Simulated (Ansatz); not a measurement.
# A geometry optimisation of Cl2FH2Si2+ with PBE-D3(BJ)/def2-SVP

The starting geometry of this gas-phase singlet was optimised with GFN2-xTB; its bonds are those of `F[Si]([SiH2+])(Cl)Cl`.

```tsv
atom	x (Å)	y (Å)	z (Å)
Cl	-1.5165	-1.5067	-0.6754
Cl	0.3653	-2.3893	2.0222
F	1.1588	-0.5171	-0.0829
Si	-0.1566	-1.0400	0.6797
Si	-0.6627	1.1006	1.6829
H	-2.0064	1.6387	1.9357
H	0.3166	2.1310	2.0683
```

**Question.** Where would you expect an optimisation with PBE-D3(BJ)/def2-SVP to take it?

**Answer.** A new bond forms, giving a structure with Cl2 bridging Si5 and Si4, given below by its coordinates. Distances that change by over a tenth: Cl2–Si4 (1.97 → 2.32 Å). Contacts that close: Cl2–Si5 (3.65 → 2.26 Å).

The energy falls by 0.65 eV over 14 steps:

```json
{"step": "1", "E − E(last) (eV)": "0.649"}
{"step": "2", "E − E(last) (eV)": "0.503"}
{"step": "4", "E − E(last) (eV)": "0.455"}
{"step": "5", "E − E(last) (eV)": "0.417"}
{"step": "7", "E − E(last) (eV)": "0.265"}
{"step": "8", "E − E(last) (eV)": "0.166"}
{"step": "10", "E − E(last) (eV)": "0.019"}
{"step": "11", "E − E(last) (eV)": "0.002"}
{"step": "13", "E − E(last) (eV)": "0.000"}
{"step": "14", "E − E(last) (eV)": "0.000"}
```

Final geometry (Å):

```xyz
7

Cl   -1.4979   -1.7539   -0.8156
Cl   -0.0926   -1.2280    2.4050
F     1.3491   -0.7899   -0.3650
Si   -0.1567   -0.6400    0.1638
Si   -0.5968    0.8928    1.7952
H    -2.0121    1.1574    2.1805
H     0.5053    1.7789    2.2666
```

Frequencies at the end are all real (lowest 104 cm⁻¹). Run with Ansatz 0.2.0, 64 s on 1 thread of Intel(R) Xeon(R) Processor @ 2.50GHz (Skylake/Cascade Lake) (shared host).
